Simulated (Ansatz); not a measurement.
`[SiH3]C1=CN1` + `COB(F)OC` → `COB(F)O[SiH3]` + `CC1=CN1`  (formal exchange of groups at the Si–C bond)

Gas-phase electronic energies from Ansatz, PBE0-D4/def2-TZVP geometries. CBS: MP2 limit from def2 TZ/QZ plus the TZ coupled-cluster correction, frozen cores. DFT in def2-TZVPP. One conformer a species, not always the lowest.

```json
{"level": "BHLYP", "ΔE (kJ/mol)": "-148.2"}
{"level": "CCSD/def2-SVP", "ΔE (kJ/mol)": "-133.2"}
```

**Question.** What does CCSD(T)/CBS give? (An estimate is asked.)

**Answer.** Ansatz gave: -143.7 kJ/mol. The listed levels differ from it by -4.5, 10.5 kJ/mol.

**Question.** What do rigid-rotor, harmonic-oscillator terms from PBE0-D4/def2-TZVP frequencies (298.15 K, 1 bar) make of the CCSD(T)/CBS value? (An estimate is asked.)

**Answer.** Ansatz gave: ΔZPE = -0.1 kJ/mol, ΔH = -144.4 kJ/mol, ΔS = -8 J/(mol·K), ΔG = -142.1 kJ/mol. Modes under 50 cm⁻¹ make the entropy rough.

Largest T1 diagnostic among the species: 0.012.

In def2-TZVPP, CCSD(T) changes the Hartree–Fock value by +11.5 kJ/mol (the triples alone add +3.0 kJ/mol) and MP2 by +4.9 kJ/mol. From BLYP to BHLYP (50 % exact exchange), in def2-TZVPP and without D4, ΔE moves by −14.8 kJ/mol.
